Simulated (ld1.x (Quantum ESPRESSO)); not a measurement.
# Te: RRKJ pseudisation with LDA (PZ), fully relativistic reference atom.

* Element: Te (Z = 52)
* Generator: ld1.x (Quantum ESPRESSO) 7.5
* Type: norm-conserving RRKJ (Kleinman–Bylander form)
* Functional: LDA (PZ)
* Relativity: fully relativistic
* Frozen core: [Ar] 3d10 4s2
* Valence charge: 22
* Reference configuration: 4p6 4d10 5s1.5 5p4.5
* Partial waves: 5s (bound): rc 1.75 bohr; 4d (bound): rc 1.50 bohr; 4p (bound): rc 0.90 bohr
* Local potential: the p channel
* Core correction: none
* rho0: 0.02

Open shells are filled in proportion to 2j + 1 (rel_dist='average').

Occupied shells without a wave of their own: 5p. They enter only through the test configuration that unscreens the potential.

All-electron outer shells of the reference configuration (LDA (PZ), scalar-relativistic, ld1.x):

| shell | level (eV) | outermost node (bohr) | outermost maximum (bohr) |
| --- | --- | --- | --- |
| 3d | -561.02 | – | 0.24 |
| 4s | -164.70 | 0.38 | 0.70 |
| 4p | -114.89 | 0.38 | 0.74 |
| 4d | -42.37 | 0.36 | 0.81 |
| 5s | -15.75 | 0.91 | 1.77 |
| 5p | -6.39 | 1.00 | 2.14 |

Calculated quality:

```
Cutoffs needed           : 230 Ry and 300 Ry (the cutoffs (Ry, on a coarse ladder) from which the occupation-weighted sum of valence levels, in a spherical-Bessel basis at the reference potential, stays within 10 and 1 mRy of its value at 400 Ry)
Ghost test               : ghost states, extra bound levels that the all-electron valence spectrum of the same l lacks: p1/2 at -114.9 eV, s at -56.4 eV; a true bound ghost makes a file unfit for plane-wave use (spherical-Bessel basis up to 400 Ry, 20 bohr box)
Largest excitation error : -370 meV (all-electron minus pseudo) for 4p6 4d10 5s2 5p2, out of 7 test configurations
```

Note: ghost states, extra bound levels that the all-electron valence spectrum of the same l lacks: p1/2 at -114.9 eV, s at -56.4 eV. A true bound ghost makes a file unfit for plane-wave use. The potential misses its own reference levels by up to 6.7 eV, so it is not fit for use.

Generation and tests took about 2.8 s on one core of a shared server CPU.
